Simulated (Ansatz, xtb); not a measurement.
Relative energy of two isomers of C6H11Al

Structure X: `[AlH2][C]1=CCCCC1`, a singlet. Structure Y: `CC[C@@H]1C=C[CH2][AlH]1`, a singlet. Both are isolated molecules in the gas phase, relaxed with B3LYP/def2-SVP; each stands in its lowest conformer found.

Estimate which is lower in electronic energy at CCSD(T)/def2-SVP + ΔMP2/def2-TZVPP, and by roughly how much.

The CCSD(T)/def2-SVP + ΔMP2/def2-TZVPP calculation puts structure X lower, by 14.5 kJ/mol.

Level by level:

| level | geometry | E(Y) − E(X) (kJ/mol) | departure from the last row (kJ/mol) | job, with rough time for the two |
| --- | --- | --- | --- | --- |
| GFN2-xTB | GFN2-xTB | +113.8 | +99.3 | optimisation, 0.57 s |
| HF/STO-3G | GFN2-xTB | +28.7 | +14.2 | single point, 1.2 s |
| r2SCAN-D4/def2-SVP | GFN2-xTB | +24.7 | +10.2 | single point, 6.9 s |
| B3LYP/def2-SVP | B3LYP/def2-SVP | +21.0 | +6.5 | optimisation, 2.9 min |
| HF/def2-SVP | B3LYP/def2-SVP | +33.3 | +18.8 | part of the CCSD(T) run |
| MP2/def2-SVP | B3LYP/def2-SVP | +25.8 | +11.3 | part of the CCSD(T) run |
| CCSD(T)/def2-SVP | B3LYP/def2-SVP | +27.1 | +12.6 | single point |
| CCSD(T)/def2-SVP + ΔMP2/def2-TZVPP | B3LYP/def2-SVP | +14.5 |  | single point, 2.8 min |

As drawn, Y has 1 C–Al, 1 C–H in place of 1 C–C, 1 Al–H. Structure X has a 6-membered ring, Y a 5-membered ring.

None of the levels shown reverses the order. The largest departure from CCSD(T)/def2-SVP + ΔMP2/def2-TZVPP is that of GFN2-xTB, 99.3 kJ/mol. The last row adds to CCSD(T) the change of the MP2 difference between the two basis sets, here −12.6 kJ/mol, a large step that makes the value less sure.

With thermal terms from frequencies at re-optimised GFN2-xTB minima (ideal gas, soft modes damped towards free rotors, one conformer each, 298.15 K, 1 atm): on the last row, ΔE + ΔZPE = +13.5, ΔH = +15.4, ΔG = +11.5 kJ/mol.

The correlated steps freeze 11 core orbitals. Mirror images aren't counted in ΔG. Codes used: Ansatz 0.2.0, xtb 6.7.1; the last row on 2 threads of Intel(R) Xeon(R) Processor @ 2.70GHz on a shared host.
